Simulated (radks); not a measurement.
Ionisation of neutral krypton, [Kr], to [Ar] 3d10 4s2 4p5 as the strength of local exchange is varied. Calculated with a radial shooting solver on a logarithmic mesh with Libxc functionals: scalar-relativistic Kohn-Sham, Slater X-alpha exchange (alpha = 2/3 is LDA exchange), no correlation, spin-polarised, spherical densities, point nucleus.

| alpha | E(Kr) (hartree) | exchange (hartree) | IE (eV) | -e of the level emptied (eV) | <r> of it (bohr) |
|---|---|---|---|---|---|
| 0.576 | -2771.38564 | -77.14081 | 11.767 | 7.118 (4p) | 2.007 |
| 0.667 | -2783.61325 | -89.71376 | 12.868 | 8.133 (4p) | 1.964 |
| 0.851 | -2808.49806 | -115.45528 | 15.229 | 10.339 (4p) | 1.885 |
| 0.856 | -2809.17728 | -116.16073 | 15.295 | 10.402 (4p) | 1.883 |
| 0.888 | -2813.52802 | -120.68306 | 15.724 | 10.807 (4p) | 1.871 |
| 0.977 | -2825.66264 | -133.32846 | 16.945 | 11.965 (4p) | 1.837 |

NIST Atomic Spectra Database: 14.000 eV (measured). The Delta-SCF value meets it near alpha = 0.76. Open shells are spherical and high-spin; term and fine-structure splittings are not resolved.
